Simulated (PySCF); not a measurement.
Compound: C5H7F2 (doublet state).
Z-matrix (Å and degrees, GFN2-xTB geometry), rows numbered from 1:
```
F 
C   1  1.3465
C   2  1.4813  1  120.97
C   3  1.5331  2  102.38  1   167.90
C   4  1.5341  3  104.49  2   -29.20
C   2  1.4797  1  120.81  3   153.82
F   6  1.4048  2  111.38  1    97.10
H   3  1.0932  2  112.69  1   -70.60
H   3  1.0987  2  110.61  1    48.86
H   4  1.0897  3  109.73  2    88.10
H   4  1.0878  3  112.46  2  -150.92
H   5  1.0901  4  110.57  3   -80.97
H   5  1.0883  4  112.63  3   156.81
H   6  1.0963  2  114.09  1   -20.51
```

The hyperfine couplings belong to this conformer and change with its torsions.

The species is `F[C]1CCC[C@@H]1F` [radical].

Computed with UKS B3LYP, pcH-1 on C F H, non-relativistic, mean-field spin-orbit, GIAO (PySCF). Isolated species at its GFN2-xTB geometry (one conformer only). The geometry wasn't refined by DFT: couplings that depend on bond lengths, twists or pyramidal angles can differ widely from those at the functional's own minimum. No stability test was run, so a lower SCF solution isn't excluded.

Task: Where do the isotropic ENDOR lines of C2, C6, C3, F1, H9, H8, H14, H13, H12 and H11 fall at 344.0 mT, to first order?

Result: ν± = |νn ± a/2|, one line for each electron-spin manifold; νn = |g_N| × 7.62259 MHz/T × B.

```json
{"nuclei": "C2", "isotope": "13C", "g_N": "1.4048", "νn (MHz)": "3.68", "a_iso (MHz)": "147.24", "lower line (MHz)": "69.94", "upper line (MHz)": "77.30"}
{"nuclei": "C6", "isotope": "13C", "g_N": "1.4048", "νn (MHz)": "3.68", "a_iso (MHz)": "-29.95", "lower line (MHz)": "11.29", "upper line (MHz)": "18.66"}
{"nuclei": "C3", "isotope": "13C", "g_N": "1.4048", "νn (MHz)": "3.68", "a_iso (MHz)": "-21.81", "lower line (MHz)": "7.22", "upper line (MHz)": "14.59"}
{"nuclei": "F1", "isotope": "19F", "g_N": "5.2577", "νn (MHz)": "13.79", "a_iso (MHz)": "159.37", "lower line (MHz)": "65.90", "upper line (MHz)": "93.47"}
{"nuclei": "H9", "isotope": "1H", "g_N": "5.5857", "νn (MHz)": "14.65", "a_iso (MHz)": "112.19", "lower line (MHz)": "41.45", "upper line (MHz)": "70.74"}
{"nuclei": "H8", "isotope": "1H", "g_N": "5.5857", "νn (MHz)": "14.65", "a_iso (MHz)": "86.95", "lower line (MHz)": "28.83", "upper line (MHz)": "58.12"}
{"nuclei": "H14", "isotope": "1H", "g_N": "5.5857", "νn (MHz)": "14.65", "a_iso (MHz)": "21.38", "lower line (MHz)": "3.95", "upper line (MHz)": "25.34"}
{"nuclei": "H13", "isotope": "1H", "g_N": "5.5857", "νn (MHz)": "14.65", "a_iso (MHz)": "16.30", "lower line (MHz)": "6.50", "upper line (MHz)": "22.80"}
{"nuclei": "H12", "isotope": "1H", "g_N": "5.5857", "νn (MHz)": "14.65", "a_iso (MHz)": "3.56", "lower line (MHz)": "12.87", "upper line (MHz)": "16.42"}
{"nuclei": "H11", "isotope": "1H", "g_N": "5.5857", "νn (MHz)": "14.65", "a_iso (MHz)": "-3.26", "lower line (MHz)": "13.02", "upper line (MHz)": "16.28"}
```

The rows for 13C, of low natural abundance, apply to labelled samples.

Task: Which pairs are centred on the nuclear Larmor frequency, and which on half the coupling?

Result: Centred on νn, since |a| < 2νn: H14, H13, H12 and H11. Centred on |a|/2 and split by 2νn: C2, C6, C3, F1, H9 and H8.

Task: At what field would the lower line of H8 fall to zero frequency?

Result: Where νn = |a|/2, that is B = 43.48 MHz/(5.5857 × 7.62259 MHz/T) = 1020 mT, as far as first order holds there.

Couplings of abundant isotopes left out: F7 (291.4 MHz) and H10 (-1.8 MHz).

Largest spin populations (Mulliken): C2 (+0.86), C3 (-0.07), F1 (+0.06) and H9 (+0.06). C2 is the only atom above +0.15. The positive populations add up to 1.09 and the negative ones to -0.09, together 2S = 1. The angles at C2 add up to 355.2°, so it is nearly planar.

The run took 74 s of wall time (with the writing of density and orbital grids) on one thread, Arm Neoverse N1 (aarch64), shared host with 64 logical CPUs at a one-minute load of 48, and the process peaked at 0.93 GiB of memory.
